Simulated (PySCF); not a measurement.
# SeOF₂: from structure and modes to constants

Level of theory: PySCF, PBE0, basis Se def2-TZVP, O def2-TZVP, F def2-TZVP (no relativity, density fitting).

The singlet minimum has Cs symmetry. Masses (u): Se 79.91652, O 15.99492, F 18.99840.

```xyz
4
charge 0 multiplicity 1, angstrom
Se    0.0000    0.3234    0.0318
O     0.0000   -0.1407    1.5371
F     1.2484   -0.6196   -0.7139
F    -1.2484   -0.6196   -0.7139
```

Harmonic wavenumbers (cm⁻¹): 271.4 (a', ×1), 298.1 (a'', ×1), 370.8 (a', ×1), 649.0 (a'', ×1), 685.5 (a', ×1), 1094.4 (a', ×1).

Question: Find the principal moments of inertia and the rotational constants. What kind of rotor is it?

Answer: About the centre of mass I = 77.346, 80.492, 121.59 u Å². With B = 16.8576/I this gives 0.218, 0.2094, 0.1386 cm⁻¹. The molecule is an asymmetric top with κ = 0.79.

Question: What is the harmonic zero-point energy?

Answer: Half the sum of all 6 wavenumbers, 3369/2 = 1685 cm⁻¹, which is 20.2 kJ/mol (1 cm⁻¹ = 0.0119627 kJ/mol).

This need not be the most stable arrangement of these atoms.
